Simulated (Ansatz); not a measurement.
All numbers were calculated with Ansatz.

A structure relaxed at PBE0-D4/def2-TZVP, charge 0, multiplicity 1:

```xyz
9

N    -0.7878    0.9566    0.3636
C    -0.0232   -0.0024    0.0041
In    1.6942    1.3304   -0.0463
Ga   -0.7704   -1.8270   -0.2441
F    -2.5029   -1.7447    0.1182
H    -1.7768    0.7247    0.5083
H     1.9124    2.2175   -1.4999
H     2.4956    1.5780    1.4518
H    -0.2411   -3.2330   -0.6556
```

**Question.** Give its formula and SMILES.

**Answer.** CH4FGaInN, `N=[C]([InH2])[GaH][F]`.

**Question.** Point group (tolerance 0.08 Å, 0.16 Å for H)?

**Answer.** Cs.

**Question.** Summarise the bond lengths by kind.

**Answer.** 1 × C–N 1.278 Å; 1 × H–N 1.026 Å; 1 × C–In 2.174 Å; 1 × C–Ga 1.987 Å; 2 × H–In 1.717 Å; 1 × F–Ga 1.772 Å; 1 × Ga–H 1.558 Å.
